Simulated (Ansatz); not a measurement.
Input for Ansatz (a quantum-chemistry and plane-wave program): U-r2SCAN/def2-TZVPP on GeH4Zn (SMILES [ZnH][GeH3]), a point of a bond scan (R = 2.723 Å).

Ansatz 0.2 input:
```yaml
crystal:
  periodic: [false, false, false]
  atoms:
    - {symbol: Zn, position_ang: [-0.79249733, -0.19044021, -0.99305159]}
    - {symbol: H, position_ang: [-2.47241232, -0.59413035, -3.09809623]}
    - {symbol: Ge, position_ang: [0.69802652, 0.16773850, 0.87467341]}
    - {symbol: H, position_ang: [1.76167600, -0.94503435, 1.00571768]}
    - {symbol: H, position_ang: [1.47615712, 1.49788516, 0.76508854]}
    - {symbol: H, position_ang: [-0.04731304, 0.21384363, 2.22712655]}
basis:
  gaussian:
    orbitals: def2-TZVPP
hamiltonian:
  xc: {name: r2SCAN}
magnetization: {spin_polarized: true, initial_magnetization: 0}
```

Program output:

```
WARN ansatz: RAYON_NUM_THREADS=1 ignored (pool sized by the plan → 1); use --threads N
Functional definition: r2SCAN
integrals: 0.09 GiB planned
1093 factors; their error is unknown
mean field: 0.73 GiB planned
mean field evaluation 1: about -104995.3771 eV, gradient 3.3e1 eV
mean field evaluation 2: about -104982.5380 eV, gradient 7.5e1 eV
mean field evaluation 4: about -104999.4915 eV, gradient 4.5e0 eV
mean field evaluation 8: about -104999.7621 eV, gradient 2.4e-1 eV
mean field evaluation 16: about -104999.7433 eV, gradient 6.3e-5 eV
mean field evaluation 32: about -104994.5279 eV, gradient 8.4e0 eV
mean field -104999.79472111 eV, -3858.6712845836 hartree, gradient 2.8e-5 eV, S^2 0.346588; 3 other end points of the search recorded, 0 dependent functions left out
reference -104999.79473827 eV, -3858.6712852145 hartree; 33, 33 occupied and 135, 135 virtual orbitals, 1093 factors
Total energy: -104999.79473827 eV, -3858.6712852145 hartree
```

Self-consistency was reached. Its determinant has ⟨S²⟩ = 0.35, a mixture of spin states.

Cost: very roughly 20 core-seconds.
